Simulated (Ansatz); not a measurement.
A relaxation, step by step

KHCl (charge +1), closed shell, PBE0-D4/def2-TZVP (Ansatz 0.2.0). Settings:

```yaml
hamiltonian: {xc: pbe0, dispersion: d4}
relax: {f_tol: 0.005, max_steps: 200}
```

Start:

K1  (0.035, -0.066, -2.311)
Cl2  (0.247, -0.462, 0.824)
H3  (-0.282, 0.527, 1.487)
(Å)

```json
{"step": "1", "energy less the last (meV)": "5.8", "largest force component (eV/Å)": "0.420"}
{"step": "2", "energy less the last (meV)": "1.3", "largest force component (eV/Å)": "0.175"}
{"step": "3", "energy less the last (meV)": "0.2", "largest force component (eV/Å)": "0.018"}
{"step": "4", "energy less the last (meV)": "0.1", "largest force component (eV/Å)": "0.012"}
{"step": "5", "energy less the last (meV)": "0.0", "largest force component (eV/Å)": "0.001"}
```

Step 2, positions (Å) and forces (eV/Å):

| atom | x | y | z | Fx | Fy | Fz |
| --- | --- | --- | --- | --- | --- | --- |
| K1 | 0.035 | -0.066 | -2.314 | -0.001 | 0.003 | -0.025 |
| Cl2 | 0.244 | -0.457 | 0.827 | -0.092 | 0.173 | 0.141 |
| H3 | -0.280 | 0.523 | 1.487 | 0.094 | -0.175 | -0.116 |

Step 3, positions (Å) and forces (eV/Å):

```tsv
atom	x	y	z	Fx	Fy	Fz
K1	0.035	-0.066	-2.318	-0.001	0.002	-0.018
Cl2	0.243	-0.454	0.832	0.007	-0.014	0.009
H3	-0.278	0.520	1.486	-0.006	0.012	0.010
```

Step 4, positions (Å) and forces (eV/Å):

```tsv
atom	x	y	z	Fx	Fy	Fz
K1	0.035	-0.066	-2.323	0.000	0.001	-0.012
Cl2	0.244	-0.455	0.836	0.005	-0.009	0.003
H3	-0.279	0.521	1.487	-0.005	0.009	0.008
```

Last step (5):

```
3
angstrom
K 0.0355 -0.0663 -2.3342
Cl 0.2432 -0.4541 0.8400
H -0.2787 0.5204 1.4942
```

The run took about 6.5 s on 2 CPU threads of an Arm Neoverse V1 (shared host).
